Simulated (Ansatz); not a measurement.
Geometry optimisation, RKS B3LYP/def2-SVP (Ansatz).

input.yaml

```yaml
crystal:
  periodic: [false, false, false]
  atoms:
    - { symbol: B, position_ang: [-0.012875, 0.483467, -0.356349] }
    - { symbol: O, position_ang: [-0.067373, -0.225572, 2.157971] }
    - { symbol: H, position_ang: [-1.01996, -0.061486, 2.092727] }
    - { symbol: O, position_ang: [1.184358, -0.044649, -0.678599] }
    - { symbol: H, position_ang: [1.190361, -1.00126, -0.809148] }
    - { symbol: O, position_ang: [-1.253171, -0.035062, -0.525764] }
    - { symbol: H, position_ang: [-1.276917, -0.974897, -0.749278] }
    - { symbol: Br, position_ang: [0.00519, 2.430419, 0.161327] }
    - { symbol: H, position_ang: [0.288787, 0.686142, 2.270513] }
basis:
  gaussian: { orbitals: def2-SVP }
hamiltonian:
  xc: b3lyp
relax:
  f_tol: 0.03
  max_steps: 50
```

Command:

```bash
$ ansatz run input.yaml --threads 4 --pin off --max-ram 5120MiB --backend cpu --events-out ev --progress --plain --runs-dir out
```

Task: Where does it end, and by what steps?

Result: The run converged. The force dipped under the threshold on the way, but the program's further checks kept it going. After 8 steps the energy has fallen by 0.050 eV; H9 moved furthest, 0.32 Å.

```json
{"step": "0", "energy less start (eV)": "0.0000", "largest force component (eV/Å)": "0.859", "accepted": "yes"}
{"step": "1", "energy less start (eV)": "-0.0116", "largest force component (eV/Å)": "1.132", "accepted": "yes"}
{"step": "2", "energy less start (eV)": "0.1154", "largest force component (eV/Å)": "2.909", "accepted": "no"}
{"step": "3", "energy less start (eV)": "-0.0334", "largest force component (eV/Å)": "0.768", "accepted": "yes"}
{"step": "4", "energy less start (eV)": "-0.0491", "largest force component (eV/Å)": "0.102", "accepted": "yes"}
{"step": "5", "energy less start (eV)": "-0.0503", "largest force component (eV/Å)": "0.023", "accepted": "yes"}
{"step": "6", "energy less start (eV)": "-0.0500", "largest force component (eV/Å)": "0.055", "accepted": "no"}
{"step": "7", "energy less start (eV)": "-0.0504", "largest force component (eV/Å)": "0.038", "accepted": "yes"}
{"step": "8", "energy less start (eV)": "-0.0504", "largest force component (eV/Å)": "0.019", "accepted": "yes"}
```

```xyz
9
Properties=species:S:1:pos:R:3
B -0.049 0.542 -0.437
O -0.157 -0.303 2.236
H -1.010 0.150 2.169
O 1.176 -0.002 -0.618
H 1.184 -0.958 -0.756
O -1.258 -0.046 -0.614
H -1.226 -0.996 -0.786
Br -0.087 2.439 0.024
H 0.465 0.431 2.346
```

Run time: 15 s on 4 threads of Arm Neoverse V2, with other jobs on the host, peak memory 0.25 GiB.
